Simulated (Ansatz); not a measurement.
Geometry optimisation, RHF/def2-SVP in Ansatz 0.2.0.

The input (input.yaml):

```yaml
crystal:
  periodic: [false, false, false]
  atoms:
    - { symbol: W, position_ang: [0.390882, -0.348876, -0.181015] }
    - { symbol: F, position_ang: [0.652917, 0.077254, 2.828206] }
    - { symbol: Cl, position_ang: [2.66478, -0.56938, -0.35004] }
    - { symbol: Cl, position_ang: [0.107429, 3.558153, -0.747272] }
    - { symbol: F, position_ang: [-1.181986, -0.051082, 0.752501] }
    - { symbol: Cl, position_ang: [-0.138603, -2.603571, -0.523256] }
    - { symbol: H, position_ang: [0.059693, 0.166648, -1.723765] }
    - { symbol: Br, position_ang: [0.835518, 2.072181, 0.662955] }
    - { symbol: H, position_ang: [-0.103529, 0.560373, 2.771786] }
basis:
  gaussian: { orbitals: def2-SVP }
hamiltonian:
  xc: hf
relax:
  f_tol: 0.03
  max_steps: 50
```

Command:

```bash
$ ansatz run input.yaml --threads 4 --pin off --max-ram 5120MiB --backend cpu --events-out ev --progress --plain --runs-dir out
```

Where does it end, and by what steps?

The run converged. After 28 steps the energy has fallen by 0.572 eV; H9 moved furthest, 2.03 Å. Parted: W1–Br8 (2.60 → 4.21 Å). Joined: W1–F2 (3.05 → 2.52 Å).

| step | energy less start (eV) | largest force component (eV/Å) | accepted |
| --- | --- | --- | --- |
| 0 | 0.0000 | 1.030 | yes |
| 1 | -0.1660 | 1.731 | yes |
| 2 | -0.1937 | 2.583 | yes |
| 3 | -0.2928 | 0.220 | yes |
| 4 | -0.2931 | 0.722 | yes |
| 5 | -0.3071 | 0.232 | yes |
| 6 | -0.3100 | 1.047 | yes |
| 7 | -0.3273 | 0.630 | yes |
| 8 | -0.3636 | 0.214 | yes |
| 9 | -0.3929 | 1.303 | yes |
| 10 | -0.4230 | 0.461 | yes |
| 11 | -0.4477 | 0.282 | yes |
| 12 | -0.4621 | 0.181 | yes |
| 13 | -0.4711 | 0.279 | yes |
| 14 | -0.4761 | 0.469 | yes |
| 15 | -0.4912 | 0.356 | yes |
| 16 | -0.4994 | 0.191 | yes |
| 17 | -0.4312 | 2.232 | no |
| 18 | -0.5127 | 0.145 | yes |
| 19 | -0.5242 | 0.535 | yes |
| 20 | -0.5282 | 1.158 | yes |
| 21 | -0.5381 | 1.481 | yes |
| 22 | -0.5521 | 0.998 | yes |
| 23 | -0.5683 | 0.171 | yes |
| 24 | -0.5697 | 0.271 | yes |
| 25 | -0.5714 | 0.127 | yes |
| 26 | -0.5718 | 0.060 | yes |
| 27 | -0.5719 | 0.066 | yes |
| 28 | -0.5721 | 0.020 | yes |

```xyz
9
Properties=species:S:1:pos:R:3
W 0.320 -0.364 0.083
F 0.332 -0.616 2.591
Cl 2.603 -0.468 -0.001
Cl -0.149 4.051 -1.334
F -1.043 0.805 0.419
Cl -0.376 -2.574 0.439
H 0.140 -0.203 -1.569
Br 1.418 3.697 0.113
H 0.042 -1.466 2.748
```

Whether the end is a true minimum wasn't checked by a vibrational analysis.

Time of the run: 2.3 min on 4 threads of Arm Neoverse V1, on a shared host, peak memory 0.61 GiB.
